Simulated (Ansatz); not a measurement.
The cluster Pb3, relaxed as a singlet with RKS PBE-D4/def2-SVP in Ansatz, starting from the GFN1-xTB geometry. Force threshold 0.02 eV/Å.

In the def2 sets Pb takes a core potential; there is no spin–orbit coupling. The restricted singlet is unstable towards broken spin symmetry at other levels; at PBE-D4/def2-SVP this wasn't settled. At PBE-D4/def2-SVP a triplet of charge 0 lies 0.12 eV below the restricted singlet, each at its own geometry. The structure comes from a short search, and lower isomers may exist.

Start:

```
atom    x (Å)    y (Å)    z (Å)
 Pb1  -0.6164  -0.8106   1.5986
 Pb2   0.6498   1.3162   0.2286
 Pb3  -0.0334  -0.5056  -1.8272
```

**Question.** Estimate the energy that the relaxation releases and the steps that it takes.

**Answer.** 0.6 kcal/mol, in 3 steps; 2.6 s on 4 threads of Arm Neoverse V2 on a shared host. No frequencies were taken in this run, so the end may be a saddle point.

**Question.** Does the start keep its bonding and symmetry?

**Answer.** By distances, no bond broke or formed. The bond that changes most is Pb1–Pb3, from 3.49 to 3.63 Å (atoms count from 1). The end is the same structure that another start reached. Point group C2v at the start, C2v at the end, both within 0.05 Å.

**Question.** Predict the relaxed structure.

**Answer.** 
Cartesian coordinates in Å:
```
Pb -0.627 -0.813 1.671
Pb 0.646 1.309 0.227
Pb -0.019 -0.495 -1.897
```
Bond lengths (bridged metal pairs left out): 2 × Pb–Pb 2.87 Å.
